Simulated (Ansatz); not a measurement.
Born–Oppenheimer molecular dynamics of CH₇Ga (9 atoms, charge 0, multiplicity 1). It starts at the highest image of a converged band, a first-order saddle point between two minima.

Theory: RKS PBE/def2-SVP (Ansatz 0.2.0).

```yaml
ensemble: NVE (velocity Verlet)
time_step: 0.5 fs
steps_asked: 200
starting_velocities_drawn_for: 300 K
seed: 7086
```

First frame:

```xyz
9
Properties=species:S:1:pos:R:3
Ga -0.046 -0.270 0.034
C -0.020 -0.048 2.240
H -0.988 -0.186 2.760
H 0.797 -0.505 2.834
H 0.188 1.041 2.199
H 1.417 -0.099 -0.480
H -1.461 0.162 -0.459
H -0.193 -1.961 0.523
H -0.124 -1.293 1.374
```

Question: How far do the bonds stretch over the last three quarters of this one trajectory? (Pairs bonded in most of those frames.)

Answer: 
| bond | mean (Å) | spread (Å) | shortest | longest |
| --- | --- | --- | --- | --- |
| Ga1–C2 | 2.044 | 0.142 | 1.81 | 2.24 |
| Ga1–H6 | 1.598 | 0.041 | 1.53 | 1.66 |
| Ga1–H7 | 1.595 | 0.015 | 1.57 | 1.62 |
| C2–H3 | 1.113 | 0.026 | 1.07 | 1.15 |
| C2–H4 | 1.109 | 0.004 | 1.10 | 1.12 |
| C2–H5 | 1.114 | 0.030 | 1.07 | 1.16 |
| H8–H9 | 0.778 | 0.054 | 0.70 | 0.86 |

Mean temperature of the second half: 948 K. The conserved energy stayed within 0.37 meV per atom of its start (net change -0.096 meV per atom), so the integration is sound. The kinetic energy rose, since the run started high on the potential surface and went downhill. It ends in pieces (CH5Ga + H2), so much of that is their flight and rotation, not heat. A run of 0.1 ps of so small a system gives no equilibrium averages. The orbitals stay closed-shell, which can raise the energy where a bond breaks towards radicals; this wasn't checked here.

Run time: 6.4 min on 1 thread of Arm Neoverse V1, on a shared host, peak memory 0.094 GiB.
